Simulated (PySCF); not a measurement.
# HCoS, singlet: structure and spectrum

Level of theory: PBE0 in PySCF with Co def2-TZVP, S def2-TZVP, H def2-TZVP; no relativity; density-fitted integrals.

The structure is a minimum.

- Point group: Cs
- Bond lengths: Co–H 1.439 Å, Co–S 1.917 Å
- Bond angles: H–Co–S 95.5°
- Zero-point energy: 19.0 kJ/mol
- Highest occupied level: -6.51 eV
- Heat capacity Cp at 298.15 K: 43.1 J/(mol K)
- Principal polarisabilities: 33.1, 41.8, 63.5 bohr³
- Dipole moment: 3.34 D
- Entropy at 298.15 K and 1 bar: 257.8 J/(mol K)
- Enthalpy at 298.15 K above 0 K: 10.96 kJ/mol
- Atomisation energy without zero-point energy: 403 kJ/mol
- Principal quadrupole moments (Buckingham, traceless) about the centre of mass: -4.00, -0.08, 4.08 D Å
- Lowest empty level: -3.80 eV
- Rotational constants: 8.314, 0.2193, 0.2136 cm⁻¹
- Rotational symmetry number: 1

Harmonic modes (masses in u: Co 58.933, S 31.972, H 1.008):
| symmetry | ω (cm⁻¹) | IR (km/mol) | μ (u) |
| --- | --- | --- | --- |
| a' | 492 | 57.9 | 1.09 |
| a' | 585 | 53.1 | 15.88 |
| a' | 2108 | 64.9 | 1.03 |

Charges (e):
| atom | Mulliken | Löwdin | polar tensor | Mayer order to Co1 |
| --- | --- | --- | --- | --- |
| Co1 | 0.40 | -0.14 | 0.63 | – |
| S2 | -0.38 | 0.15 | -0.45 | 2.15 |
| H3 | -0.02 | -0.01 | -0.18 | 0.87 |

Mulliken populations on Co1: s 6.55, p 12.24, d 7.81, f 0.00.

Outer orbital energies (eV). occupied: -18.66, -9.88, -9.84, -9.25, -8.33, -7.94, -7.48, -6.51; empty: -3.80, -2.63, -1.10, 2.03.

This need not be the most stable arrangement of these atoms. At this level a triplet minimum of Cs symmetry lies 251 kJ/mol below this structure. At the minimum of this search the closed-shell solution is unstable towards spin polarisation, so a lower open-shell solution exists.

The final relaxation and frequency run took roughly 2.2 core-minutes on a shared host.
